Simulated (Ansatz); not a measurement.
# BNH3F3: a line through the functionals

The species is BNH3F3 (8 atoms), meant as a singlet with charge 0. As SMILES, `[NH3+][B-](F)(F)F`. The coordinates come from a PBE0-D4/def2-TZVP relaxation.

The HOMO–LUMO gap y, in eV, basis cc-pVDZ; a is the functional's share of exact exchange. Programs: Ansatz 0.2.0.

```
functional  program     a  y (eV)
       PBE   Ansatz     0    7.03
      BLYP   Ansatz     0    6.82
     B3LYP   Ansatz   0.2       ?
      PBE0   Ansatz  0.25   10.23
   r2SCAN0   Ansatz  0.25   11.27
     BHLYP   Ansatz   0.5   13.07
```

Task: Fit y = c + s·a to the known rows and predict B3LYP.

Result: 
1. Means of the 5 rows: a = 0.2000, y = 9.684.
2. Σ(Δa)² = 0.175, Σ(Δa·Δy) = 2.226, so the slope is 2.226/0.175 = 12.72.
3. Intercept: 9.684 − (12.72) × 0.2000 = 7.140. The largest residual of the fit is 0.95.
4. B3LYP: 7.140 + (12.72) × 0.2 = 9.68 eV.

The run gave 9.39 eV, so the prediction is off by +0.29 eV, within the scatter of the fit. Exact exchange lowers occupied levels and raises empty ones. The rows mix families of semi-local functionals, which the line can't see.
